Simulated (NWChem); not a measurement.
Species: H$_{2}$ cation, doublet

Program: NWChem. Pople sets run with spherical d functions. Spin-unrestricted. Coordinates come from a PBE-D3(BJ)/def2-SVP, spin-unrestricted optimisation. No stability test was run on the SCF state. Solvent water, SMD (1 M gas to 1 M solution), gas-phase geometry. Reactions with the solvent are ignored.

Q: Predict the results for M06-2X/6-311++G**. Quantities: solvation free energy (kcal/mol); cavity-dispersion-structure term (kcal/mol).

A: 
| Item | Result |
|---|---|
| solvation free energy (kcal/mol) | -113.0 |
| cavity-dispersion-structure term (kcal/mol) | 2.1 |
